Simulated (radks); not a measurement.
The numbers below are computed, except where a source is named.
These are the eigenvalues of the occupied orbitals of an atom or ion with whole-number occupations (eV). Level of theory: scalar-relativistic Kohn-Sham, MS2 meta-GGA, spin-polarised, spherical densities, finite nucleus; meta-GGA in the generalised Kohn-Sham scheme; Fermi nuclear charge, rms radius of each element as measured or else 0.836 A^(1/3) + 0.57 fm (a radial shooting solver on a logarithmic mesh with Libxc functionals).

| orbital | eigenvalue |
|---|---|
| 1s up | -12548.68 |
| 1s down | -12548.54 |
| 2s up | -1638.830 |
| 2s down | -1638.812 |
| 2p up | -1440.302 |
| 2p down | -1440.189 |
| 3s up | -240.7018 |
| 3s down | -240.5792 |
| 3p up | -177.9993 |
| 3p down | -177.8360 |
| 3d up | -76.0103 |
| 3d down | -75.7350 |
| 4s up | -39.1303 |
| 4s down | -36.3228 |
| 4p up | -26.6303 |

Which element is it, and in what charge state? The configuration may be excited. Open shells, if any, are filled with parallel spins first.

Answer. Z = 34, selenium, charge +2: Se2+ in [Ar] 3d10 4s2 4p2. The list shows which subshells hold electrons but not how many an open one holds; the 1s level, -461.16 hartree, gives Z - s = 30.4 by -(Z - s)^2/2, which with screening and relativity narrows Z to a few neighbours, and the depths of the outer levels then fix element, charge and occupations together.
